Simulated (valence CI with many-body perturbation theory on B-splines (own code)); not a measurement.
## Br II in brief

Calculated by valence CI with perturbative core correlation (CI+MBPT): six valence electrons over a frozen Dirac-Fock core [Ar] 3d10, a basis of 9 s, 9 p, 8 d, 6 f, 3 g, 1 h functions for each j, with the one-electron correlation potential Σ1, the two-electron term Σ2, the three-electron term Σ3, Breit, model QED; selected CI, second order for the rest, scaled by the run's own slope (own B-spline code, finite nucleus).

Against 28 measured levels this calculation errs by 346 cm⁻¹ on average and by 547 at most. These come from a selection out of the NIST Handbook of Basic Atomic Spectroscopic Data. Levels without a partner in it may be off by more. Among the levels kept, up to 1600 cm⁻¹ of a level comes from second order outside the variational space, and about a tenth of that is noise between levels of different J, which matters for small intervals.

Names give the largest LS component (configuration and term), which can be under half, so a name can repeat, a term be missing and a line seem to break the LS rules; names also repeat where a configuration has a term twice.

Rates and lifetimes use the calculated energies. Strong lines usually hold to 10 to 20 %, long lifetimes can be off by a factor of two.

Problem. What is the ground level?

Solution. 4s²4p⁴ ³P_2, composition 92 % 4s²4p⁴ ³P + 3 % 4s²4p⁴ ¹D, g = 1.487.

Problem. How is the term ³P of the ground level split?

Solution. J = 2 at 0.0, J = 1 at 3117, J = 0 at 3793 cm⁻¹.

Problem. Where does the other parity begin?

Solution. At 4s²4p³5s ⁵S°_2, 93569 cm⁻¹.

Problem. Among levels below 119788 cm⁻¹, which E1 lines absorb most strongly from the ground level?

Solution. to 4s²4p³4d ³D°_3 at 89.23 nm, f = 0.161; to 4s²4p³5s ³S°_1 at 101.9 nm, f = 0.111; to 4s²4p³4d ³D°_2 at 89.92 nm, f = 0.0649.

Problem. Name the longest-lived excited levels whose lifetime is computed, and their main decay.

Solution. 4s²4p⁴ ³P_0 at 3793 cm⁻¹ lives 59.2 s, mostly by M1 to 4s²4p⁴ ³P_1; 4s²4p⁴ ³P_1 at 3117 cm⁻¹ lives 1.50 s, mostly by M1 to 4s²4p⁴ ³P_2; 4s²4p³4d ⁵D°_4 at 103545 cm⁻¹ lives 1.05 s, mostly by E2 to 4s²4p³5s ⁵S°_2.
